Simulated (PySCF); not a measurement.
# First hyperpolarisability: `C#CC1=C/C=C\C=C/C=C\1`, C10H8

Geometry (Å), atoms numbered from 1 in this order:
```xyz
18

C     2.2662   -0.3032    2.8977
C     1.6955   -0.1346    1.8543
C     1.0215    0.0198    0.6175
C     0.7806    1.2380    0.1178
C     0.1473    1.5219   -1.1670
C    -1.0589    1.1126   -1.5469
C    -1.9826    0.3017   -0.7496
C    -1.7332   -0.9068   -0.2595
C    -0.4864   -1.6558   -0.4406
C     0.7212   -1.2518   -0.0717
H     2.7631   -0.4317    3.8128
H     1.1264    2.1077    0.6660
H     0.7076    2.1932   -1.8091
H    -1.4606    1.4513   -2.4954
H    -2.9678    0.7367   -0.6229
H    -2.5160   -1.4465    0.2617
H    -0.6096   -2.6417   -0.8759
H     1.5769   -1.9046   -0.2009
```

Level of theory: quadratic response LC-wPBE/def2-SVPD first hyperpolarisability, Taylor convention, gas phase in PySCF 2.14.0. Geometry: GFN2-xTB.

(1) Give β for the processes computed.

(2) Which lowest excitations, dipole and polarisabilities go with it?

Answers

(1) In au, Taylor convention; the vector part is βᵢ = ⅓ Σⱼ (βᵢⱼⱼ + βⱼᵢⱼ + βⱼⱼᵢ); β∥ is 3/5 of the vector part along the dipole, the dipole points from − to +:
```
                   process  λ (nm)  β vector norm    β∥  β HRS  depolarisation ratio
           static β(0;0,0)       ∞           15.9   4.3   17.0                  1.74
second harmonic β(−2ω;ω,ω)    1907           16.9   3.2   17.7                  1.75
         Pockels β(−ω;ω,0)    1907           16.2   3.9      –                     –
second harmonic β(−2ω;ω,ω)    1064           21.3  -0.2   20.0                  1.82
         Pockels β(−ω;ω,0)    1064           17.0   3.1      –                     –
```

(2) S1 4.40 eV (f = 0.031); S2 5.77 eV (f = 0.011); S3 5.90 eV (f = 0.258); dipole 0.71 D; isotropic α 110.7 au static, 111.1 au at 1907 nm, 112.1 au at 1064 nm, 112.5 au at 953.5 nm, 117.0 au at 532 nm.
